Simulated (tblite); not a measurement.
Computed values, GFN2-xTB/tblite, gas phase, harmonic and unscaled. Errors from tens to a few hundred cm⁻¹ against measured bands are possible. Modes of hydrogen on boron can be 10 to 20 % off. One conformer each. Thermal functions are those of the rigid rotor and harmonic oscillator, without mixing of conformers.

**Question.** Order these by their zero-point energy, highest first (kJ/mol).
A. `O=C(Cl)C1CC1`
B. `C=C(F)CF`
C. `CB(C)[BH2-][S+](C)C`
D. `FCSC1=C(F)C1`

**Answer.** C (454.7), A (211.8), D (181.2), B (164.3).

| SMILES | atoms | mass (u) | symmetry number | modes under 300 cm⁻¹ | ZPE (kJ/mol) | S translation (J/(mol K)) | S rotation | S vibration | S | Cp |
| --- | --- | --- | --- | --- | --- | --- | --- | --- | --- | --- |
| CB(C)[BH2-][S+](C)C | 21 | 116.10 | 1 | 12 | 454.7 | 178.9 | 127.3 | 264.4 | 570.6 | 261.2 |
| O=C(Cl)C1CC1 | 11 | 104.00 | 1 | 3 | 211.8 | 177.5 | 120.0 | 91.0 | 388.5 | 141.0 |
| FCSC1=C(F)C1 | 11 | 122.00 | 1 | 5 | 181.2 | 179.5 | 125.6 | 143.7 | 448.9 | 157.0 |
| C=C(F)CF | 9 | 78.03 | 1 | 2 | 164.3 | 173.9 | 113.5 | 73.8 | 361.2 | 116.9 |

Entropies and Cp are for 500 K and 1 bar.
